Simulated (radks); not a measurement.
Task: These are the eigenvalues of the occupied orbitals of an atom or ion with whole-number occupations (eV). All-electron calculation, Dirac Kohn-Sham, PBE, spin-unpolarised, spherical densities, finite nucleus; Fermi nuclear charge, rms radius of each element as measured or else 0.836 A^(1/3) + 0.57 fm. Program: a radial shooting solver on a logarithmic mesh with Libxc functionals.

orbital  eigenvalue
1s1/2     -48506.20
2s1/2     -9449.503
2p1/2     -9066.270
2p3/2     -8457.934
3s1/2     -3308.965
3p1/2     -3152.238
3p3/2     -3014.942
3d3/2     -2760.344
3d5/2     -2729.092

Which element is it, and in what charge state? The configuration may be excited. Open shells, if any, fill j = l - 1/2 first.

Result: Z = 62, samarium, charge +38: Sm38+ in [Ar] 3d6. The list shows which subshells hold electrons but not how many an open one holds; the 1s level, -1782.6 hartree, gives Z - s = 59.7 by -(Z - s)^2/2, which with screening and relativity narrows Z to a few neighbours, and the depths of the outer levels then fix element, charge and occupations together.
